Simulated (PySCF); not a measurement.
Simulated C 1s region for `CC[C@@H]1CCC[CH2][GeH2]1`, binding energy against the vacuum level.

Every computed line was given a Gaussian of 0.4 eV full width at half maximum and an area set by the number of equivalent atoms; the highest printed point is 100. Theory: delta-SCF UKS SCAN, pcX-2 on the ionised atom, pcseg-1 elsewhere, spin-free X2C (PySCF).

binding energy (eV), intensity and a bar:
```
    289.2          0 
    289.3          1 
    289.4          3 #
    289.5          9 ###
    289.6         20 ######
    289.7         34 ##########
    289.8         42 ############
    289.9         40 ############
    290.0         40 ############
    290.1         54 ################
    290.2         81 ########################
    290.3        100 ##############################
    290.4         92 ############################
    290.5         62 ##################
    290.6         30 #########
    290.7         10 ###
    290.8          3 #
    290.9          0
```

Task: Count the maxima, the lines and the sites behind this envelope.

Result: The curve has 2 maxima (at 289.8 and 290.3 eV). Under it lie 7 lines from 7 inequivalent carbon sites. At this width some lines have no maximum of their own.

Task: Decompose the envelope and assign each component. Numbering: `[CH3:1][CH2:2][C@@H:3]1[CH2:4][CH2:5][CH2:6][CH2:7][GeH2:8]1`.

Result: 
```
position (eV)  relative area  line  atoms                    environment
       289.77              1  C 1s     C3  sp3 carbon bound to germanium
       289.85              1  C 1s     C7  sp3 carbon bound to germanium
       290.26              1  C 1s     C4                ring CH2 carbon
       290.31              1  C 1s     C2               chain CH2 carbon
       290.31              1  C 1s     C5                ring CH2 carbon
       290.37              1  C 1s     C1                  methyl carbon
       290.38              1  C 1s     C6                ring CH2 carbon
```

Task: What are the centre and the root-mean-square width of the whole band?

Result: The area-weighted mean of the lines is 290.18 eV. Their own spread about it is 0.24 eV (rms) and each Gaussian has σ = 0.4/2.355 = 0.17 eV; the variances add, which gives 0.29 eV.

Lowest listed C 1s: C3, bonded to 2 C, H and Ge. Highest, 0.61 eV above it: C6, bonded to 2 C and 2 H. The values 290.26, 290.31 and 290.31 eV; the values 290.37 and 290.38 eV lie too close for their order to be trusted.

Shake-up satellites, vibrational structure and lifetime widths aren't simulated. One conformer (not necessarily the lowest) at the PBE0-D3(BJ)/def2-SVP geometry, without solvent, vibrations or thermal averaging.

The run took 2.3 min on one thread of an Arm Neoverse V1, shared host with 32 logical CPUs at a one-minute load of 17, and the process peaked at 0.95 GiB of memory.
